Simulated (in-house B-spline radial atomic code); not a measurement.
Zn²³⁺. Computed with a B-spline radial atomic code. Model: all-electron spherical atom, spin shells full or empty, radial basis limit, no spin-orbit coupling: exact exchange with a local potential (Slater, KLI or optimised effective potential, whose far tail is KLI's), no correlation.

Exchange potential has not reached -1/r at the last radius.

The run also made RPA and GW results, which its time includes.

The Slater potential averages the orbital exchange potentials with the orbital densities as weights, KLI adds orbital constants, and the optimised effective potential minimises the exact-exchange energy among local potentials. So their energies lie above Hartree-Fock in the order OEP, KLI, Slater. All fall off as −1/r, unlike LDA and GGA exchange.

Command:
```bash
python run_gw.py task.json out
```
Settings (nuclear radius in fm, other lengths in bohr, energies in hartree):
```
Z                      30
electrons              7
configuration          [He] 2s2 2p3
hamiltonian            x2c
method                 kli
lmax                   9
rms_radius             3.9283
spin_polarised         True
box_radius             3.69
intervals              93
```

Time taken, with all properties: 4 s on 1 thread of Arm Neoverse N1 (shared host).

Given: hamiltonian one-electron scalar X2C; mean-field start exchange-only KLI.

Computed: energy above Hartree-Fock 2.1864 millihartree.

```csv
radius (bohr),r times exchange potential up (hartree bohr),r times exchange potential down (hartree bohr)
0.00167,-0.044751,-0.047386
0.00196,?,?
0.00231,-0.061752,-0.065395
0.00273,-0.07284,-0.077143
0.00321,-0.085436,-0.090492
0.00379,-0.10054,-0.1065
0.00446,-0.1178,-0.12481
0.00526,-0.13813,-0.14638
0.0062,-0.16158,-0.17129
0.00731,-0.18861,-0.20003
0.00861,-0.21929,-0.23268
0.0101,-0.25307,-0.2687
0.012,-0.29388,-0.31232
0.0141,-0.33594,-0.3574
0.0166,-0.38176,-0.40672
0.0196,-0.43069,-0.45969
0.0231,-0.47971,-0.5132
0.0272,-0.52679,-0.5652
0.032,-0.56919,-0.61281
0.0377,-0.60436,-0.65309
0.0445,-0.62965,-0.68176
0.0524,-0.64473,-0.69351
0.0618,-0.65728,-0.68288
0.0728,-0.6853,-0.64309
0.0858,-0.75121,-0.57462
0.101,-0.85949,-0.52152
0.119,-0.99359,-0.55747
0.14,-1.1279,-0.65964
0.165,-1.2454,-0.76563
0.195,-1.3306,-0.85318
0.23,-1.3709,-0.91696
0.271,-1.3673,-0.95893
0.319,-1.3295,-0.98281
0.376,-1.2714,-0.99423
0.443,?,?
0.522,-1.1456,-0.99971
0.615,-1.0897,-0.99996
```

Question: What belongs in the row 0.00196?

Answer: r times exchange potential up (hartree bohr): -0.052469; r times exchange potential down (hartree bohr): -0.05556.

Question: What belongs in the row 0.443?

Answer: r times exchange potential up (hartree bohr): -1.2073; r times exchange potential down (hartree bohr): -0.99848.

| occupied | level (hartree) | Hartree-Fock level (hartree) |
| --- | --- | --- |
| 1s up | -400.52 | -406.35 |
| 1s down | -400.96 | -405.12 |
| 2s up | -86.399 | -86.927 |
| 2s down | ? | ? |
| 2p up | -82.142 | -82.143 |

Question: What belongs in the row 2s down?

Answer: level (hartree): -84.366; Hartree-Fock level (hartree): -84.367.

```json
{"empty": "2p down", "level (hartree)": "-79.87"}
{"empty": "3s up", "level (hartree)": "-35.913"}
{"empty": "3s down", "level (hartree)": "-35.354"}
{"empty": "3p up", "level (hartree)": "-34.607"}
{"empty": "3p down", "level (hartree)": "?"}
{"empty": "3d up", "level (hartree)": "-33.284"}
{"empty": "3d down", "level (hartree)": "-32.438"}
{"empty": "4s up", "level (hartree)": "-19.527"}
{"empty": "4s down", "level (hartree)": "-19.379"}
{"empty": "4p up", "level (hartree)": "-18.984"}
{"empty": "4p down", "level (hartree)": "?"}
{"empty": "4d up", "level (hartree)": "-18.456"}
{"empty": "4d down", "level (hartree)": "-18.216"}
{"empty": "4f up", "level (hartree)": "-18.182"}
```

Question: What belongs in the row 3p down?

Answer: level (hartree): -34.005.

Question: What belongs in the row 4p down?

Answer: level (hartree): -18.823.

The highest level, 2p up, differs from Hartree-Fock by +0.038 eV and the deepest, 1s down, by +113 eV: a local potential can match the highest level but can't give each shell its own exchange.
